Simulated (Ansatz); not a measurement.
Reaction (formal exchange of groups at a B–Ge bond): `OC[B](Cl)[GeH3]` + `C=CN(C)C` → `C=CB(Cl)CO` + `C[N](C)[GeH3]`

Isolated molecules relaxed with PBE0-D4/def2-TZVP in Ansatz; ΔE leaves out vibrations. CBS: MP2 limit from def2 TZ/QZ plus the TZ coupled-cluster correction, frozen cores. DFT in def2-TZVPP. For Ge outer-core shells are correlated without core-valence functions, which leaves a few kJ/mol of doubt a bond. Scalar relativity is left out up to krypton. Each species was taken in one conformer, which may not be the lowest.

CCSD(T)/CBS gives -49.2 kJ/mol.

(1) Another level gave -35.8 kJ/mol. Which?
A. SCS-MP2/def2-TZVPP
B. PBE/def2-TZVPP
C. ωB97M-V/def2-TZVPP
D. r2SCAN/def2-TZVPP

Largest T1 diagnostic among the species: 0.012.

Answers

(1) D. r2SCAN -35.8, ωB97M-V -45.7, PBE -26.6, SCS-MP2/def2-TZVPP -57.8 kJ/mol.

In def2-TZVPP, CCSD(T) changes the Hartree–Fock value by +13.3 kJ/mol (the triples alone add +1.8 kJ/mol) and MP2 by +10.2 kJ/mol. From PBE to PBE0 (25 % exact exchange), in def2-TZVPP and without D4, ΔE moves by −6.5 kJ/mol.
